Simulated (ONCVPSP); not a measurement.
**Transferability test, ONCV potential for Ce (Z = 58)**

Ce, optimised norm-conserving Vanderbilt (ONCV), made with ONCVPSP 4.0.1 (revPBE, scalar-relativistic). Core [Kr] 4d10, reference 4f1 5s2 5p6 5d1 6s1 (charge +1). Waves: 5s+6s: rc 2.25 bohr, ncon 4, nbas 9, qcut 5.1 1/bohr, 2 projectors; 5p: rc 2.70 bohr, ncon 4, nbas 8, qcut 4.1 1/bohr, 3 projectors, debl 0.3 Ha; 5d: rc 3.25 bohr, ncon 3, nbas 8, qcut 3.8 1/bohr, 2 projectors, debl 0.6 Ha; 4f: rc 0.85 bohr, ncon 3, nbas 8, qcut 14.7 1/bohr, 1 projector. Local part: polynomial inside 0.80 bohr (lpopt 4, dvloc0 3 Ha). Core correction: polynomial model core, fcfact 0.4.

In the p channel the program set the typed energies aside and used -1.069, 0.250, 0.550 Ha.

Energies are relative to the spin-unpolarised reference configuration 4f1 5s2 5p6 5d1 6s1; without spin polarisation the order of configurations can differ from experiment.

Give the all-electron excitation energy and the error of the potential for: 4f1 5s2 5p6 5d1 6s2; 4f1 5s2 5p6 5d1 6s0; 4f1 5s2 5p6 5d0 6s0; 4f1 5s2 5p6 5d2 6s0.

```
valence configuration  charge  ΔE all-electron (eV)  error AE − PS (meV)
  4f1 5s2 5p6 5d1 6s2       0                -6.000                 +0.7
  4f1 5s2 5p6 5d1 6s0      +2                10.951                 -3.5
  4f1 5s2 5p6 5d0 6s0      +3                30.069                  +21
  4f1 5s2 5p6 5d2 6s0      +1                 0.117                 -0.3
```

Levels in the configuration 4f1 5s2 5p6 5d2 6s0:

| level | all-electron (eV) | pseudo (eV) |
| --- | --- | --- |
| 4f | -9.131 | -9.305 |
| 5s | -44.376 | -44.442 |
| 5p | -27.165 | -27.197 |
| 5d | -7.124 | -7.129 |

Note: ghosts flagged at negative energy: s at -219.5 eV, d at -36.6 eV; GHOST(+) flagged for p at 28.6 eV. A true bound ghost makes a file unfit for plane-wave use.
